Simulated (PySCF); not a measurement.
## Electronic structure of Ge (germanium, neutral) at the UHF level

Configuration: [Ar] 3d10 4s1 4p2 5s1, high-spin 5P determinant (an excited configuration). All numbers are calculated (PySCF 2.14, a scalar-relativistic core potential, in aug-cc-pwCVTZ-PP with ECP10MDF).

* Total energy: -293.015578 hartree
* One-electron energy: -518.1191 hartree
* Hartree (Coulomb) energy: 248.7672 hartree
* Exchange energy: -23.6637 hartree
* ⟨S²⟩: 6.0018
* ⟨L²⟩: 2.032
* Sum of ⟨r⟩: 25.66 bohr
* Sum of ⟨r²⟩: 71.99 bohr²
* Traceless quadrupole moment −½Σ⟨3z² − r²⟩ along its main axis: 1.46 e·bohr²

```json
{"shell": "3s α", "electrons": "1", "mean orbital energy (hartree)": "-7.56720", "spread (hartree)": "0", "rms radius, mean of both spins (bohr)": "0.670"}
{"shell": "3s β", "electrons": "1", "mean orbital energy (hartree)": "-7.53665", "spread (hartree)": "0", "rms radius, mean of both spins (bohr)": "0.670"}
{"shell": "3p α", "electrons": "3", "mean orbital energy (hartree)": "-5.48034", "spread (hartree)": "0.00061", "rms radius, mean of both spins (bohr)": "0.701"}
{"shell": "3p β", "electrons": "3", "mean orbital energy (hartree)": "-5.46073", "spread (hartree)": "0.01760", "rms radius, mean of both spins (bohr)": "0.701"}
{"shell": "3d α", "electrons": "5", "mean orbital energy (hartree)": "-1.81674", "spread (hartree)": "0.01129", "rms radius, mean of both spins (bohr)": "0.807"}
{"shell": "3d β", "electrons": "5", "mean orbital energy (hartree)": "-1.80293", "spread (hartree)": "0.01854", "rms radius, mean of both spins (bohr)": "0.807"}
{"shell": "4s α", "electrons": "1", "mean orbital energy (hartree)": "-0.85460", "spread (hartree)": "0", "rms radius, mean of both spins (bohr)": "2.20"}
{"shell": "4p α", "electrons": "2", "mean orbital energy (hartree)": "-0.45899", "spread (hartree)": "0", "rms radius, mean of both spins (bohr)": "2.72"}
{"shell": "5s α", "electrons": "1", "mean orbital energy (hartree)": "-0.11400", "spread (hartree)": "0", "rms radius, mean of both spins (bohr)": "6.48"}
```

Energies and moments cover only the electrons outside the core potential. The outer electron is Rydberg-like, and this basis confines it to a smaller radius and binds it less than a complete one would.
